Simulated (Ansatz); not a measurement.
Reaction (isomerisation): `FC([SiH3])B[SiH3]` → `F[SiH2]BC[SiH3]`

Gas-phase electronic energies from Ansatz, PBE0-D4/def2-TZVP geometries. CCSD(T)/CBS adds triple-zeta CCSD(T) − MP2 to the extrapolated MP2 energy (def2 sets, frozen cores). Functionals use def2-TZVPP. Each species was taken in one conformer, which may not be the lowest.

`FC([SiH3])B[SiH3]`:

```xyz
13

F     0.517   -1.815   -1.873
C     0.061   -1.157   -0.743
Si   -0.938    0.441   -1.311
B     1.024   -0.344    0.081
Si    0.464    0.421    1.863
H    -0.707   -1.768   -0.258
H    -0.054    1.629   -1.437
H    -2.018    0.723   -0.335
H    -1.484    0.084   -2.641
H     2.097   -0.069   -0.370
H    -0.880   -0.042    2.311
H     0.454    1.910    1.836
H     1.465   -0.013    2.878
```

`F[SiH2]BC[SiH3]`:

Cartesian coordinates in Å:
```
F 2.000 2.647 0.636
Si 0.526 2.080 0.328
B 0.541 0.391 -0.763
C -0.693 -0.515 -0.806
Si -0.330 -1.865 0.487
H -0.210 3.142 -0.419
H -0.156 1.900 1.641
H 1.528 0.057 -1.356
H -1.644 -0.072 -0.497
H -0.820 -1.083 -1.733
H 0.031 -1.267 1.798
H 0.784 -2.729 0.026
H -1.557 -2.685 0.657
```

```
         level  ΔE (kcal/mol)
        B2PLYP          -57.6
          PBE0          -53.8
MP2/def2-TZVPP          -60.1
CCSD/CBS(def2)          -59.3
```

What does CCSD(T)/CBS give? (Estimate.)

Ansatz gave: -58.0 kcal/mol. The listed levels differ from it by 0.4, 4.2, -2.1, -1.3 kcal/mol.

Largest T1 diagnostic among the species: 0.014.

From PBE to PBE0 (25 % exact exchange), in def2-TZVPP and without D4, ΔE moves by −3.1 kcal/mol. The D4 term adds +0.8 kcal/mol with B3LYP and +0.4 kcal/mol with PBE0; it sums over pairs of atoms, weighted by their polarisabilities, and B3LYP, whose exchange is more repulsive, gets the larger term.

B3LYP here is the variant with VWN-RPA as its local correlation; programs differ in this.
